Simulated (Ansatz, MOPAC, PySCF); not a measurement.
Noncovalent pair: H2O (SMILES O) (first 3 atoms) with CHN (SMILES C#N); geometry from B3LYP-D3(BJ)/def2-TZVP, rigid monomers moved along the line of their centres of mass till O1···H6 is 2.81 Å.
(charge 0, multiplicity 1):
```xyz
6

O     -0.08341    -0.07771    -0.10327
H      0.70905    -0.23245    -0.62767
H     -0.82821    -0.23088    -0.69383
C     -0.25248    -0.30682     3.77579
N     -0.30142    -0.39359     4.91852
H     -0.20643    -0.22859     2.70244
```

Interaction energies are E(AB) − E(A) − E(B) at the monomers' geometry in the complex; basis-set methods are counterpoise corrected. Rows marked so take none.

Frozen-core correlation. CBS: X⁻³ extrapolation of the correlation energy, Hartree–Fock from the larger set. Rows in 3-21G, 6-31G*, STO-3G carry no dispersion term and start afresh at each structure (6-31G* with six Cartesian d functions). MP2/6-31G* freezes PySCF's default core. The state that AM1, PM7 reach isn't checked; PM7 holds dispersion and hydrogen-bond terms.

Codes used: Ansatz (a program for electronic structure) with Gaussian orbitals; MOPAC for AM1, PM7 (differences of heats of formation); PySCF for 3-21G rows, 6-31G* rows, STO-3G rows, the dispersion terms. Values without a source in brackets are computed.

Other levels give for the interaction energy: PBE/def2-TZVPPD -3.07; B3LYP/def2-TZVPPD -2.95; B3LYP-D3(BJ)/def2-TZVPPD -3.26; wB97M-V/def2-TZVPPD -3.26; CCSD(T)/CBS(aug-cc-pVDZ, aug-cc-pVTZ) -3.24 kcal/mol.

**Question.** What do these common cheap choices give for the same quantity: AM1, PM7, HF/STO-3G (no counterpoise), HF/3-21G (no counterpoise), HF/6-31G*, HF/6-31G* (no counterpoise), MP2/6-31G*, MP2/6-31G* (no counterpoise)?

**Answer.** AM1 -1.83; PM7 -2.39; HF/STO-3G (no counterpoise) -2.16; HF/3-21G (no counterpoise) -5.96; HF/6-31G* -3.79; HF/6-31G* (no counterpoise) -4.23; MP2/6-31G* -3.65; MP2/6-31G* (no counterpoise) -4.45 kcal/mol. They span -5.96 to -1.83 kcal/mol.
